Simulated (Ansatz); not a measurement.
| atom | x (Å) | y (Å) | z (Å) |
| --- | --- | --- | --- |
| O | 0.0000 | 0.0000 | 0.0000 |
| Cr | 0.0000 | 3.3000 | 2.2000 |
| Mn | 0.0000 | -3.3000 | 2.2000 |

Basis set: pcseg-2. Charge 0. Computed with Ansatz (development build ahead of 0.2.0); the lowest solution found for each multiplicity.

(1) How do the multiplicities compare at this shape? Give, from the lowest of each method, PBE0 (unrestricted) for 2, 4.

Results:

(1)

```tsv
method	multiplicity	E (eV)	<S²>
PBE0, unrestricted	2	0.000	6.62
PBE0, unrestricted	4	0.242	8.77
```

Caution: other spin multiplicities may lie lower. Caution for PBE0, unrestricted: charge can spread falsely over distant fragments; the unrestricted determinant is a mixture of spin states.
